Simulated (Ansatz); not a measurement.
Program: Ansatz 0.2.0.

Basis-set series for `C[S][Ga]([OH])[F]`. The species carries charge 0 and has multiplicity 1. All single points use the PBE0-D4/def2-TZVP geometry. It is one conformer, not always the lowest.

```json
{"functional": "PBE0-D4", "basis": "def2-TZVPP", "functions": "239", "energy (Eh)": "-2538.23818", "HOMO (eV)": "-7.52", "LUMO (eV)": "-1.03"}
{"functional": "PBE0-D4", "basis": "def2-QZVPP", "functions": "450", "energy (Eh)": "-2538.30688", "HOMO (eV)": "-7.55", "LUMO (eV)": "-1.19"}
{"functional": "ωB97M-V", "basis": "def2-TZVPP", "functions": "239", "energy (Eh)": "-2538.65465", "HOMO (eV)": "-9.71", "LUMO (eV)": "0.79"}
{"functional": "ωB97M-V", "basis": "def2-QZVPP", "functions": "450", "energy (Eh)": "-2538.72072", "HOMO (eV)": "-9.75", "LUMO (eV)": "0.45"}
```

Question: Give the rows for def2-SVP. (Best estimate.)

Answer: The calculation gave: 
```tsv
functional	basis	functions	energy (Eh)	HOMO (eV)	LUMO (eV)
PBE0-D4	def2-SVP	112	-2537.58388	-7.40	-0.86
ωB97M-V	def2-SVP	112	-2537.99530	-9.55	1.01
```

Positive LUMOs are unbound and depend on the basis. Scalar relativity is left out up to krypton.
